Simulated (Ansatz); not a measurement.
Harmonic frequencies (cm⁻¹) at PBE0-D4/def2-TZVP from Ansatz: 58, 82, 133, 290, 380, 549, 559, 653, 680, 996, 1009, 1062, 1190, 1274, 1428, 1435, 1443, 1634, 3028, 3101, 3104, 3131, 3139, 3179.

Each molecule was computed in one conformer, which needn't be the lowest.

Q: Which molecule is it?
A. `[NH][SiH](N)F`•
B. `[NH2][Ga][O][SiH3]`•
C. `[CH3][GeH][SeH]`•
D. `C=[CH][Al][CH3]`•

A: D.
